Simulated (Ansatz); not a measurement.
The cluster KF2⁻. Total charge -1; triplet. Geometry PBE-D4/def2-TZVPD; atoms count from 1.

```xyz
3

K    -0.104    0.108   -0.019
F    -0.483   -0.942   -2.147
F     0.587    0.834    2.166
```

The highest occupied level of the charge -1 triplet lies above zero (up to 0.93 eV). It is a level of α spin, whose loss leaves a doublet; that state wasn't run at this geometry and level. The electron is either unbound and held by the finite basis, or the level is raised by self-interaction error. At PBE0-D4/def2-TZVPD a singlet of charge -1 lies 4.55 eV below the triplet, each at its own geometry. The structure comes from a short search, and lower isomers may exist.

Q: Estimate the Mulliken populations from the PBE0/def2-TZVPD orbitals of Ansatz.

A: 
| atom | charge (e) | spin (α − β) |
| --- | --- | --- |
| K1 | 0.19 | 0.76 |
| F2 | -0.59 | 0.62 |
| F3 | -0.59 | 0.62 |
Mulliken values and Mayer orders depend strongly on the basis. With diffuse functions, as here, like atoms can get unlike values, and bond orders can come out too low or too high.

Q: Where does the spin sit?

A: Summed by element: K 0.76, F 1.24, of 2 unpaired in all. Largest on single atoms: K1 0.76, F2 0.62, F3 0.62.
